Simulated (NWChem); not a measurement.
System: ZnHOI; SMILES [OH][Zn][I]

```xyz
4

Zn    -0.2387     1.1670     0.0000
I      0.2439    -1.2045     0.0000
O     -0.7102     2.8759     0.0000
H      0.0213     3.5014     0.0000
```
Atoms are numbered in this order, from 1.

Results from NWChem. All runs use the structure optimised with PBE0/def2-SVP. Not confirmed as a minimum by frequencies. def2 effective core potentials on I; no spin-orbit coupling. Ions are spin-unrestricted doublets at the neutral geometry; other ion states weren't tried.

Problem. Predict the results for PBE/def2-SVP. Quantities: −ε(HOMO) (eV).

Solution. 
```
Quantity       Value
-------------  -----
−ε(HOMO) (eV)   6.21
```
